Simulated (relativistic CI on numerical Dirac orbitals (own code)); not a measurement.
**Level scheme of Zr14+**

Calculated at this level of theory: Dirac-Coulomb-Breit CI, orbitals from a KLI potential per configuration, model QED, unscaled Slater integrals (own radial code, finite nucleus).

Configurations in the expansion (outside the closed core [Ne]): 3s2.3p6.3d8, 3s2.3p5.3d9, 3s2.3p4.3d10, 3s.3p6.3d9, 3s2.3p6.3d7.4s, 3p6.3d10, 3s2.3p6.3d7.4p, 3s.3p5.3d10, 3s2.3p6.3d7.4d, 3s2.3p6.3d6.4s2, 3s2.3p6.3d7.4f, 3s2.3p6.3d6.4s.4p, 3s2.3p5.3d8.4s, 3s2.3p6.3d7.5s, 3s2.3p6.3d6.4p2, 3s2.3p6.3d7.5p. Levels of other configurations are missing.

The lowest level is 3s2.3p6.3d8 3F_4, with 99 % of that term; Hund's rules for 3s2.3p6.3d8 give 3F with J = 4, in agreement.

```tsv
No.	Configuration	Term	J	E (cm⁻¹)	%	Landé g	Lifetime (s)
1	3s2.3p6.3d8	3F	4	0	99	1.245	
2	3s2.3p6.3d8	3F	3	17892	100	1.081	6.81e-03
3	3s2.3p6.3d8	3F	2	22598	69	0.787	3.84e-01
4	3s2.3p6.3d8	3P	2	44057	49	1.166	4.47e-03
5	3s2.3p6.3d8	3P	0	61314	95		3.46e+00
6	3s2.3p6.3d8	3P	1	61888	100	1.499	8.33e-03
7	3s2.3p6.3d8	1D	2	65107	47	1.208	2.73e-03
8	3s2.3p6.3d8	1G	4	75302	99	1.001	4.54e-03
9	3s2.3p6.3d8	1S	0	155403	94		4.33e-04
10	3s2.3p5.3d9	3F°	4	1164232	100	1.248	7.53e-12
11	3s2.3p5.3d9	1D°	2	1184737	73	0.986	4.67e-12
12	3s2.3p5.3d9	3F°	3	1207935	81	1.126	4.82e-12
13	3s2.3p5.3d9	3D°	2	1244202	42	1.151	2.85e-12
14	3s2.3p5.3d9	3P°	1	1253723	87	1.385	3.04e-12
15	3s2.3p5.3d9	3P°	0	1256312	99		3.25e-12
16	3s2.3p5.3d9	3D°	3	1271468	75	1.262	1.99e-12
17	3s2.3p5.3d9	3D°	1	1292673	66	0.688	2.00e-12
18	3s2.3p5.3d9	3F°	2	1310632	56	0.883	3.95e-12
19	3s2.3p5.3d9	3P°	2	1348296	47	1.306	2.06e-12
20	3s2.3p5.3d9	1P°	1	1429563	68	0.921	1.88e-12
21	3s2.3p5.3d9	1F°	3	1430585	89	1.022	1.22e-12
22	3s2.3p6.3d7.4s	5F	5	1606102	95	1.389	1.05e-06
23	3s2.3p6.3d7.4s	5F	4	1615955	76	1.315	9.88e-08
24	3s2.3p6.3d7.4s	5F	3	1626241	92	1.237	3.67e-07
25	3s2.3p6.3d7.4s	3F	4	1630138	74	1.261	2.80e-08
26	3s2.3p6.3d7.4s	5F	2	1632020	93	1.001	5.77e-07
27	3s2.3p6.3d7.4s	5F	1	1635428	92	0.039	5.81e-07
28	3s2.3p6.3d7.4s	3F	3	1643907	90	1.098	2.37e-08
29	3s2.3p6.3d7.4s	3F	2	1651331	85	0.750	2.32e-08
30	3s2.3p6.3d7.4s	5P	2	1661269	66	1.666	8.93e-08
31	3s2.3p6.3d7.4s	5P	3	1663095	94	1.645	7.31e-07
32	3s2.3p6.3d7.4s	5P	1	1667576	56	1.992	6.96e-08
33	3s2.3p6.3d7.4s	3G	5	1667828	80	1.180	5.08e-08
34	3s2.3p6.3d7.4s	3G	4	1671007	55	1.002	5.01e-08
35	3s2.3p6.3d7.4s	3P	1	1679096	33	1.566	2.61e-08
36	3s2.3p6.3d7.4s	3P	2	1679402	77	1.466	1.81e-08
37	3s2.3p6.3d7.4s	3G	3	1682435	96	0.759	5.02e-08
38	3s2.3p6.3d7.4s	3P	0	1686059	100		2.40e-08
39	3s2.3p6.3d7.4s	3H	6	1686742	100	1.165	9.89e-08
40	3s2.3p6.3d7.4s	1G	4	1686915	56	1.014	3.81e-08
41	3s2.3p6.3d7.4s	3H	5	1690904	65	1.025	6.51e-08
42	3s2.3p6.3d7.4s	3P	2	1692341	55	1.449	3.59e-08
43	3s2.3p6.3d7.4s	3D	3	1696398	91	1.337	4.28e-08
44	3s2.3p6.3d7.4s	3P	1	1696438	64	1.232	2.28e-08
45	3s2.3p6.3d7.4s	1D	2	1702154	43	1.130	2.75e-08
46	3s2.3p6.3d7.4s	3H	4	1704578	75	0.853	6.91e-08
47	3s2.3p6.3d7.4s	3P	1	1706488	52	1.321	3.16e-08
48	3s2.3p6.3d7.4s	1H	5	1707809	63	1.032	4.51e-08
49	3s2.3p6.3d7.4s	3P	0	1708161	100		1.93e-08
50	3s2.3p6.3d7.4s	1D	2	1725413	40	1.185	2.65e-08
51	3s2.3p6.3d7.4s	3D	1	1725815	46	0.838	2.75e-08
52	3s2.3p6.3d7.4s	3F	2	1734722	96	0.679	4.87e-08
53	3s2.3p6.3d7.4s	3F	3	1736477	87	1.082	4.67e-08
54	3s2.3p6.3d7.4s	3F	4	1742177	97	1.243	5.32e-08
55	3s2.3p6.3d7.4s	1F	3	1749720	88	1.005	2.15e-08
56	3s2.3p6.3d7.4s	3D	1	1801393	99	0.499	2.78e-08
57	3s2.3p6.3d7.4s	3D	2	1803348	89	1.148	2.21e-08
58	3s2.3p6.3d7.4s	3D	3	1809246	95	1.324	1.41e-08
59	3s2.3p6.3d7.4s	1D	2	1816959	88	1.008	1.06e-08
60	3s2.3p6.3d7.4p	5D°	4	1827593	52	1.400	7.93e-11
61	3s2.3p6.3d7.4p	5F°	5	1832499	51	1.312	1.20e-10
62	3s2.3p6.3d7.4p	5F°	3	1842918	48	1.316	7.29e-11
63	3s2.3p6.3d7.4p	5G°	4	1849253	43	1.230	6.57e-11
64	3s2.3p6.3d7.4p	5F°	2	1851898	58	1.080	5.62e-11
65	3s2.3p6.3d7.4p	5G°	3	1857087	50	1.073	4.89e-11
66	3s2.3p6.3d7.4p	5F°	1	1857512	64	0.342	4.47e-11
67	3s2.3p6.3d7.4p	5F°	5	1859717	44	1.290	4.97e-11
68	3s2.3p6.3d7.4p	5G°	6	1860694	95	1.323	9.36e-11
69	3s2.3p6.3d7.4p	5G°	2	1862963	67	0.526	4.11e-11
70	3s2.3p6.3d7.4p	3F°	4	1866438	38	1.315	1.36e-11
```

Energies count from the lowest computed level; ° marks odd parity; lifetimes are radiative, by E1, M1, E2, M2 decay to levels of this space only.

The mean weight of the leading LS term, summed over parents, in these 70 levels is 74 %, and that of the leading jj configuration (from the same eigenvectors) 66 %.

At this charge energies of transitions that change n are usually good to better than 1 %, and those within a shell (Δn = 0) to a few per cent. Terms inside the open d or f shell come out 10 to 20 % too wide with unscaled integrals.

LS names give the leading component of a level, which can be under half, so a name can repeat, a term be missing and a line seem to break the LS rules.
